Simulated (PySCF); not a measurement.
GeH₃, SMILES [GeH3+], charge +1. The structure is a stationary point at PBE-D3(BJ)/def2-TZVPD.

Computed with PBE-D3(BJ)/def2-TZVPD in PySCF.

Harmonic wavenumbers (cm⁻¹): 773, 821, 821, 2115, 2188, 2188. Rotational constants (GHz): 141.9, 141.9, 70.95; symmetry number 6.

Task: Work out the zero-point energy and the ideal-gas rigid-rotor harmonic-oscillator thermochemistry at 298.15 K and 1 atm.

Result: ZPE = ½ Σ hcν = ½ × 8907 cm⁻¹ = 53.27 kJ/mol. H − E(el) = 63.80 kJ/mol. Entropy in J/(mol K): translation 162.70, rotation 52.35, vibration 2.57, total 217.62. G − E(el) = -1.08 kJ/mol. Cp = 41.42 J/(mol K).
